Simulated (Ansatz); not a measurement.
Reaction (isomerisation): `O[Si](F)([SiH3])[SiH3]` → `F[SiH2]O[SiH2][SiH3]`

Computed with Ansatz on PBE0-D4/def2-TZVP structures; ΔE is electronic, products minus reactants. CBS: MP2 limit from def2 TZ/QZ plus the TZ coupled-cluster correction, frozen cores. DFT in def2-TZVPP. B3LYP here is the variant with VWN-RPA as its local correlation; programs differ in this. Each species was taken in one conformer, which may not be the lowest.

`O[Si](F)([SiH3])[SiH3]`:

```xyz
12

O     0.413    1.081   -1.699
Si    0.596    0.229   -0.307
F     2.152    0.209    0.106
Si   -0.541    1.256    1.479
Si   -0.078   -1.962   -0.801
H     0.540    2.032   -1.677
H    -0.220    0.586    2.767
H    -2.008    1.175    1.247
H    -0.156    2.693    1.572
H     0.698   -2.512   -1.943
H     0.131   -2.821    0.395
H    -1.527   -1.964   -1.139
```

`F[SiH2]O[SiH2][SiH3]`:

Z-matrix (Å, degrees):
```
Si
O 1 1.617
F 1 1.594 2 109.7
H 1 1.481 2 110.3 3 -117.5
H 1 1.476 2 108.8 3 117.6
Si 2 1.648 1 146.3 3 74.5
Si 6 2.346 2 111.3 1 26.3
H 6 1.487 2 108.9 1 -95.3
H 6 1.486 2 107.6 1 147.3
H 7 1.488 6 109.0 2 -179.2
H 7 1.488 6 110.5 2 -59.5
H 7 1.488 6 110.8 2 61.0
```

| level | ΔE (kJ/mol) |
| --- | --- |
| r2SCAN-D4 | -106.8 |
| B3LYP-D4 | -112.4 |
| PBE | -85.1 |
| HF/CBS(def2) | -148.6 |

Task: What does CCSD(T)/CBS give? (Estimate.)

Result: The calculation gave: -116.4 kJ/mol. The listed levels differ from it by 9.6, 4.0, 31.3, -32.2 kJ/mol.

Largest T1 diagnostic among the species: 0.013.

From PBE to PBE0 (25 % exact exchange), in def2-TZVPP and without D4, ΔE moves by −11.6 kJ/mol. In def2-TZVPP, CCSD(T) changes the Hartree–Fock value by +28.0 kJ/mol (the triples alone add +4.4 kJ/mol) and MP2 by +20.1 kJ/mol.

CCSD(T)/CBS has its own doubt, a few kJ/mol and more with outer-core shells, so smaller differences from it don't rank the levels.
